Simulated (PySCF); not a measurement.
Constitutional and geometric isomers with formula C2H4B2. Isolated molecules, 0 K electronic values unless said otherwise. One relaxed conformer stands for each flexible species; it need not be the lowest. Strings in code marks are SMILES.

Quantity: vertical ionisation energy (energy after one electron is removed minus that of the parent at the parent's geometry), in eV.

Case: `BC#CB`. Geometry of `BC#CB` (neutral, multiplicity 1, Å):

```xyz
8

B     -2.0687    -0.1494    -0.2593
C     -0.6033    -0.0495    -0.0632
C      0.6043     0.0383     0.0983
B      2.0687     0.1491     0.2958
H     -2.7981     0.0679     0.6529
H     -2.4995    -0.4443    -1.3264
H      2.6069     1.1918     0.1098
H      2.6897    -0.8039     0.6382
```

Question: Predict the vertical ionisation energy (energy after one electron is removed minus that of the parent at the parent's geometry) from CAM-B3LYP-D3(BJ)/def2-TZVP (PySCF).

Answer: 10.81 eV.
